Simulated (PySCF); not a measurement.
**Core-level binding energies of `[CH3][GeH2-]`**

Species: CH5Ge (charge -1).
Bonds: C1–Ge2. Hydrogens: H3, H4, H5 on C1; H6, H7 on Ge2.

Method used: delta-SCF UKS SCAN, pcX-2 on the ionised atom, pcseg-1 elsewhere, spin-free X2C (PySCF 2.14.0). Each binding energy is the total energy of the core-ionised species, with the hole localised on one atom, minus that of the ground state; both are solved self-consistently, so orbital relaxation is included.

Give the core binding energies atom by atom.

```tsv
atom(s)	environment	level	binding energy (eV)	count
C1	sp3 carbon bound to germanium	C 1s	284.47	1
```

What is the longest wavelength that can ionise C 1s of C1 vertically?

λ = hc/E = 12398.42 eV Å / 284.47 eV = 43.584 Å.

Express the binding energy of C 1s of C1 in atomic units and per mole.

284.47 eV = 10.4541 Eh = 27447 kJ/mol.

No level of germanium is listed. The species carries charge -1, so core ionisation leaves a neutral species. The basis sets have no added diffuse functions. Isolated species at its PBE0-D3(BJ)/def2-SVP geometry, gas phase. The geometry's basis has no diffuse functions, a weakness for an anion.
